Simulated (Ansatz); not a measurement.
Consider the formal exchange of groups at a C–Sb bond: `[CH3][SbH][CH3]` + `CCCCC(C)C` → `CC(C)CCC(C)C` + `[CH3][SbH2]`.

Isolated molecules relaxed with PBE0-D4/def2-TZVP in Ansatz; ΔE leaves out vibrations. CCSD(T)/CBS adds triple-zeta CCSD(T) − MP2 to the extrapolated MP2 energy (def2 sets, frozen cores). Functionals use def2-TZVPP. B3LYP here is the variant with VWN-RPA as its local correlation; programs differ in this. def2 core potentials past Kr. For Sb outer-core shells are correlated without core-valence functions, which leaves a few kJ/mol of doubt a bond. Each species was taken in one conformer, which may not be the lowest.

Q: Is it downhill or uphill in electronic energy at CCSD(T)/CBS, and by how much? (Best estimate.)

A: Ansatz gave: Uphill: ΔE = +4.7 kcal/mol.

Q: What do these levels give: PBE-D4, revPBE-D4, B97M-V, r2SCANh-D4, CAM-B3LYP-D4, r2SCAN, B3LYP, BHLYP, LC-ωPBE, HF/def2-SVP, MP2/def2-TZVPP, CCSD/def2-TZVPP? (Best estimate.)

A: The calculation gave: PBE-D4 4.1, revPBE-D4 3.7, B97M-V 2.4, r2SCANh-D4 3.8, CAM-B3LYP-D4 3.3, r2SCAN 4.2, B3LYP 5.2, BHLYP 4.3, LC-ωPBE 3.9, HF/def2-SVP 1.9, MP2/def2-TZVPP 4.4, CCSD/def2-TZVPP 3.5 kcal/mol.

Largest T1 diagnostic among the species: 0.013.

At CCSD(T), def2-SVP lies −5.2 kcal/mol from the extrapolated value and def2-TZVPP −1.2 kcal/mol. From BLYP to BHLYP (50 % exact exchange), in def2-TZVPP and without D4, ΔE moves by −1.7 kcal/mol. The D4 term adds −1.0 kcal/mol with B3LYP and −0.6 kcal/mol with PBE0; it sums over pairs of atoms, weighted by their polarisabilities, and B3LYP, whose exchange is more repulsive, gets the larger term.
